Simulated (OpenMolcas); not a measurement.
**Ionisation energies of barium**

```yaml
Program: OpenMolcas
Basis: ANO-RCC-VTZP [8s7p4d2f1g]
Scalar_Hamiltonian: DKH2, point nucleus
Spin-orbit_coupling: state interaction with AMFI integrals over the reference wave functions, term energies averaged over their components
```

Active shells in each charge state: the valence s, p shells, with orbitals averaged over the low states. Where CASPT2's correlated closed shells are named, they are those of the first ion.

A. CASSCF
B. SS-CASPT2, IPEA 0.25 Eh, imaginary shift 0.1 Eh (closed shells correlated: 5s 5p)
C. SS-CASPT2, IPEA 0.25 Eh, imaginary shift 0.1 Eh (closed shells correlated: 4d 5s 5p)
D. SS-CASPT2, IPEA 0 Eh, imaginary shift 0.1 Eh (closed shells correlated: 5s 5p)
E. SS-CASPT2, IPEA 0.25 Eh, imaginary shift 0.1 Eh (closed shells correlated: none)

Energies in eV between the lowest computed levels, named as in B; reference values from the NIST Atomic Spectra Database with their kind.

| From | To | A | B | C | D | E | Spin-orbit share in B | Reference |
| --- | --- | --- | --- | --- | --- | --- | --- | --- |
| Ba 6s2 1S0 | Ba+ 6s 2S 1/2 | 4.910 | 5.114 | 5.126 | 5.112 | 4.938 | +0.000 | 5.212 (measured) |
| Ba+ 6s 2S 1/2 | Ba2+ 5p6 1S0 | 9.316 | 9.763 | 9.794 | 9.803 | 9.316 | +0.000 | 10.004 (measured) |

Error against the reference values, in %:

| From | Reference | A | B | C | D | E |
| --- | --- | --- | --- | --- | --- | --- |
| Ba | measured | -5.8 | -1.9 | -1.7 | -1.9 | -5.3 |
| Ba+ | measured | -6.9 | -2.4 | -2.1 | -2.0 | -6.9 |

Mean absolute error over the 2 measured values: A 0.49 eV, B 0.17 eV, C 0.15 eV, D 0.15 eV, E 0.48 eV.
